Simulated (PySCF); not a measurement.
**`N[PH2+]c1ccoc1`, [C$_{4}$H$_{7}$NOP]+, charge +1**

Cartesian coordinates in Å; atom numbers follow the order of the lines, from 1:
```xyz
14

N     2.307   -0.451    0.342
P     1.287    0.404   -0.615
C    -0.366   -0.094   -0.342
C    -1.552    0.723   -0.354
C    -2.572   -0.138   -0.100
O    -2.097   -1.396    0.062
C    -0.784   -1.383   -0.084
H     3.280   -0.574    0.072
H     2.143   -0.482    1.346
H     1.307    1.815   -0.478
H     1.769    0.180   -1.923
H    -1.632    1.795   -0.522
H    -3.647   -0.012   -0.003
H    -0.257   -2.329    0.022
```

Total charge +1.

The calculation used quadratic response CAM-B3LYP/def2-SVPD first hyperpolarisability, Taylor convention, gas phase in PySCF 2.14.0. Geometry: PBE0-D3(BJ)/def2-SVP.

Q: Give the tensor of the second harmonic β(−2ω;ω,ω) at 694.3 nm in the axes of these coordinates.

A: In au, Taylor convention; rows are the first index (the induced dipole):
```csv
,xx,yy,zz,xy,xz,yz
x,-251.9,-70.3,-27.5,-80.4,+50.6,+8.1
y,-99.5,-25.5,-27.3,-103.5,+13.9,+16.4
z,+53.6,+12.2,+21.1,+12.8,-23.9,-24.2
```
Norm of βᵢ = ⅓ Σⱼ (βᵢⱼⱼ + βⱼᵢⱼ + βⱼⱼᵢ): 403.9 au, hyper-Rayleigh value 155.5 au.
